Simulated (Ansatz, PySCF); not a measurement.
Gas-phase reaction in SMILES: CC (C2H6) [ethane] + [H][H] (H2) -> 2 C (CH4)
Geometries: B3LYP-D3(BJ)/def2-TZVP minima from Ansatz (a quantum-chemistry and plane-wave program).

Wanted: energy of full hydrogenation (0 K, with B3LYP-D3(BJ) harmonic zero-point energies from PySCF), in kcal/mol. Cores are frozen in the correlated levels unless marked. Spin-orbit coupling is left out. Non-relativistic. Basis-set limits of correlation are two-point, X^-3; Hartree-Fock from the larger set. [CCSD(T)-MP2]/basis is that difference in the basis named.

| level | program | energy of full hydrogenation (kcal/mol) | minus last row |
|---|---|---|---|
| SVWN5/def2-TZVPD | Ansatz | -14.2 | 1.1 |
| PBE-D3(BJ)/def2-TZVPD | Ansatz + dftd3 | -14.7 | 0.6 |
| TPSS/def2-TZVPD | PySCF | -15.2 | 0.1 |
| CCSD(T)/cc-pVDZ | PySCF | -14.9 | 0.4 |
| CCSD(T)/def2-SVPD | Ansatz | -15.5 | -0.2 |
| RI-MP2/CBS(def2-TZVPPD,def2-QZVPPD)+[CCSD(T)-MP2]/def2-SVPD | Ansatz | -15.4 | -0.1 |
| RI-MP2/CBS(def2-TZVPPD,def2-QZVPPD)+[CCSD(T)-MP2]/def2-TZVPPD | Ansatz | -15.3 | 0.0 |
